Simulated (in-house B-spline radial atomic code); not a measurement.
Settings and results of a run for W⁷⁺ (an excited or competing configuration). Level of theory: Dirac-Hartree-Fock, average of configuration, Fermi nucleus of rms radius 5.3658 fm; calculated with a radial B-spline atomic code at the basis-set limit.

Command:
```bash
python run_scf.py task.json out
```
Settings (nuclear radius in fm, mass in u):
```
Z                74
configuration    [Kr] 4d9 4f13 5s2 5p6 8s1
hamiltonian      dirac
method           hf
spin_polarised   False
nucleus          fermi
rms_radius       5.3658
atomic_mass      183.95093
speed_of_light   137.035999084
```

Output (hartree, bohr):
```
 radial grid: 72 intervals, B-splines of order 8, outer radius 39.4805 bohr

 iter        energy (Eh)    residual
    1      -16108.458053    8.86e-01
    2      -16121.027978    8.53e-01
    3      -16131.800350    1.48e-01
    4      -16132.111045    5.04e-02
    5      -16132.130001    9.30e-03
    6      -16132.131131    6.84e-03
    7      -16132.131740    6.28e-04
    8      -16132.131744    1.39e-04
    9      -16132.131744    3.08e-06
   10      -16132.131744    8.69e-08

 total energy                    -16132.13174
 kinetic                           18166.8527
 electron-nucleus                 -39978.6662
 electron-electron                  5679.6817

 first-order corrections (not in the total)
   Gaunt                            19.2244
   retardation                      -2.0358
   frequency dependence             -0.3342
   self-energy                      14.0111
   Uehling                          -2.6294
   Wichmann-Kroll                    0.1044
   recoil                            0.0298

 orbital      occ     eigenvalue          <r>       <r^2>       <1/r>       r_max    small
 1s1/2      2.000     -2576.4341     0.018346 0.000463013     87.0367     0.01146  7.79e-02
 2s1/2      2.000      -453.9964     0.076893  0.00705423     21.1976     0.06582  1.77e-02
 2p1/2      2.000      -433.4199    0.0637283   0.0050542     21.1185     0.04903  1.77e-02
 2p3/2      4.000      -383.6058    0.0716424  0.00624964     17.7608     0.05583  1.60e-02
 3s1/2      2.000      -110.7396     0.200027   0.0458939     7.79822      0.1852  5.84e-03
 3p1/2      2.000      -101.6201     0.190338    0.042235     7.69916      0.1736  5.77e-03
 3p3/2      4.000       -90.6741     0.204868    0.048729       6.836      0.1875  5.29e-03
 3d3/2      4.000       -75.5254     0.179849   0.0380211     6.70411      0.1472  5.14e-03
 3d5/2      6.000       -73.1696     0.184346   0.0398174     6.49995       0.151  5.00e-03
 4s1/2      2.000       -27.8834      0.44753    0.226022     3.26868      0.4202  1.91e-03
 4p1/2      2.000       -24.0249     0.452879    0.233297     3.15759      0.4205  1.82e-03
 4p3/2      4.000       -21.4323     0.483438    0.265581     2.87444      0.4485  1.66e-03
 4d3/2      3.600       -15.1627     0.498729    0.287726     2.66635      0.4458  1.47e-03
 4d5/2      5.400       -14.6743     0.509274    0.299793     2.59643      0.4549  1.42e-03
 4f5/2      5.571        -6.6801     0.556515    0.374259     2.20681      0.4205  1.07e-03
 4f7/2      7.429        -6.5866     0.563115    0.383135     2.17988      0.4251  1.05e-03
 5s1/2      2.000        -7.6711        1.015     1.14871     1.32639      0.9395  4.71e-04
 5p1/2      2.000        -6.2869      1.08255     1.31129     1.23083      0.9919  4.17e-04
 5p3/2      4.000        -5.8090      1.15136     1.48108      1.1388       1.057  3.75e-04
 8s1/2      1.000        -1.1195      5.40628     32.4551    0.250159       5.763  4.24e-05
```

Run time, properties included: 2.2 s on 1 thread of Arm Neoverse N1, on a shared host.

For the Dirac Hamiltonian the kinetic term is c α·p + (β - 1)c².
